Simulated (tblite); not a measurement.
C5H11AsOSi.
SMILES with atom numbers: `[CH2:1]=[C:2]([CH2:3][SiH3:4])[C@H:5]([AsH2:6])[CH:7]=[O:8]` (hydrogens: H9, H10 on C1; H11, H12 on C3; H13, H14, H15 on Si4; H16 on C5; H17, H18 on As6; H19 on C7)

Computed with GFN2-xTB (tblite), gas phase: L-BFGS steps from a force-field or distance-geometry start until the largest atomic force falls under 0.01 eV/Å.

The end geometry, which sets the zero of energy:
```
atom  x, y, z in Å
C1     -1.4880   -1.2011   -0.2439
C2     -0.4097   -0.5730    0.2105
C3      0.8713   -1.2725    0.5112
Si4     2.1414   -1.0126   -0.8974
C5     -0.3964    0.9108    0.3925
As6    -1.9646    1.4824    1.5595
C7     -0.6041    1.6923   -0.8467
O8     -0.2939    2.8489   -0.9803
H9     -1.4965   -2.2630   -0.4205
H10    -2.3999   -0.6649   -0.4705
H11     1.2861   -0.8942    1.4479
H12     0.6913   -2.3399    0.6405
H13     2.3419    0.4188   -1.1216
H14     3.3984   -1.6394   -0.4865
H15     1.6174   -1.6437   -2.1082
H16     0.5063    1.2610    0.8996
H17    -1.3079    0.9292    2.7984
H18    -1.3778    2.8269    1.8600
H19    -1.1252    1.1431   -1.6571
```

Problem. These geometries come from the run, each turned onto the end geometry. Order them by energy, lowest first.
A.
```
atom  x, y, z in Å
C1     -1.5120   -1.2027   -0.2212
C2     -0.4222   -0.5804    0.2120
C3      0.8625   -1.2834    0.4889
Si4     2.1521   -0.9873   -0.8955
C5     -0.3961    0.9034    0.3888
As6    -1.9585    1.5217    1.5455
C7     -0.5989    1.6756   -0.8568
O8     -0.2682    2.8241   -1.0078
H9     -1.5288   -2.2654   -0.3895
H10    -2.4253   -0.6599   -0.4257
H11     1.2744   -0.9273    1.4360
H12     0.6863   -2.3554    0.5882
H13     2.3265    0.4457   -1.1230
H14     3.4125   -1.5776   -0.4432
H15     1.6813   -1.6375   -2.1179
H16     0.5084    1.2447    0.8985
H17    -1.3483    0.9126    2.7827
H18    -1.3087    2.8290    1.8792
H19    -1.1467    1.1291   -1.6518
```
B.
```
atom  x, y, z in Å
C1     -1.2727   -1.1062   -0.4916
C2     -0.3295   -0.4289    0.1538
C3      0.9528   -1.0649    0.5694
Si4     2.1341   -1.2347   -0.9237
C5     -0.5078    1.0370    0.4753
As6    -2.0778    1.2391    1.7046
C7     -0.7249    1.8147   -0.7897
O8      0.1056    2.0075   -1.6303
H9     -1.1476   -2.1492   -0.7304
H10    -2.1958   -0.6477   -0.8124
H11     1.4191   -0.4774    1.3593
H12     0.7576   -2.0573    0.9765
H13     2.4496    0.0773   -1.4713
H14     3.3443   -1.9056   -0.4423
H15     1.4770   -2.0830   -1.9154
H16     0.4125    1.4025    0.9444
H17    -1.3283    0.7184    2.8936
H18    -1.7226    2.6394    2.1293
H19    -1.7556    2.2279   -0.9115
```
C.
```
atom  x, y, z in Å
C1     -1.4860   -1.1789   -0.2889
C2     -0.4310   -0.5331    0.1917
C3      0.8522   -1.2206    0.5013
Si4     2.1365   -1.0046   -0.8956
C5     -0.4253    0.9551    0.4004
As6    -1.9663    1.4556    1.6133
C7     -0.5933    1.6739   -0.8820
O8      0.1310    2.5551   -1.2674
H9     -1.4435   -2.2381   -0.4770
H10    -2.4226   -0.6829   -0.5033
H11     1.2745   -0.7992    1.4123
H12     0.6733   -2.2780    0.6894
H13     2.2777    0.4166   -1.2127
H14     3.4079   -1.5214   -0.3714
H15     1.6683   -1.7452   -2.0717
H16     0.5141    1.2873    0.8490
H17    -1.3364    0.7860    2.8014
H18    -1.3876    2.7597    2.0866
H19    -1.4534    1.3216   -1.4882
```
D.
```
atom  x, y, z in Å
C1     -1.5241   -1.2017   -0.2015
C2     -0.4272   -0.5823    0.2182
C3      0.8512   -1.2965    0.4951
Si4     2.1421   -0.9583   -0.8777
C5     -0.3818    0.9054    0.3757
As6    -1.9389    1.5310    1.5251
C7     -0.5857    1.6670   -0.8773
O8     -0.1772    2.7829   -1.0760
H9     -1.5476   -2.2651   -0.3687
H10    -2.4346   -0.6557   -0.4093
H11     1.2574   -0.9617    1.4527
H12     0.6709   -2.3699    0.5702
H13     2.2611    0.4802   -1.1133
H14     3.4263   -1.4969   -0.4281
H15     1.7117   -1.6320   -2.1012
H16     0.5341    1.2478    0.8638
H17    -1.3702    0.8585    2.7483
H18    -1.2648    2.8097    1.9217
H19    -1.2126    1.1466   -1.6305
```
E.
```
atom  x, y, z in Å
C1     -1.5275   -1.2154   -0.2165
C2     -0.4382   -0.5824    0.2012
C3      0.8461   -1.2699    0.5090
Si4     2.1322   -0.9465   -0.8693
C5     -0.3896    0.9054    0.3616
As6    -1.9408    1.5083    1.5316
C7     -0.5763    1.6820   -0.8804
O8     -0.0299    2.7274   -1.1209
H9     -1.5467   -2.2836   -0.3522
H10    -2.4359   -0.6792   -0.4560
H11     1.2345   -0.8987    1.4595
H12     0.6903   -2.3425    0.6157
H13     2.2347    0.4837   -1.1497
H14     3.4211   -1.4675   -0.4121
H15     1.6920   -1.6508   -2.0708
H16     0.5303    1.2308    0.8555
H17    -1.3435    0.7972    2.7188
H18    -1.2507    2.7695    1.9480
H19    -1.3118    1.2415   -1.5856
```

Solution. A (0.002 eV), D (0.007 eV), E (0.018 eV), C (0.061 eV), B (0.248 eV).

In the order of the answer:

```
step  E above end (eV)  largest force (eV/Å)  rms force component (eV/Å)  rms distance from end (Å)  rms bond change (Å)  bond most changed (Å)
  93             0.002                  0.03                       0.012                      0.043                0.001          C5–As6 +0.003
  79             0.007                  0.06                       0.018                      0.088                0.001          C5–As6 -0.003
  63             0.018                  0.08                       0.026                      0.125                0.001           C5–C7 -0.003
  48             0.061                  0.19                       0.057                      0.191                0.005          C5–As6 -0.013
  15             0.248                  0.09                       0.030                      0.538                0.011          C5–As6 -0.032
```

What follows is the cost of the whole relaxation. Time: 1.1 s wall. Hardware: Arm Neoverse V1, one thread, no GPU (shared host).
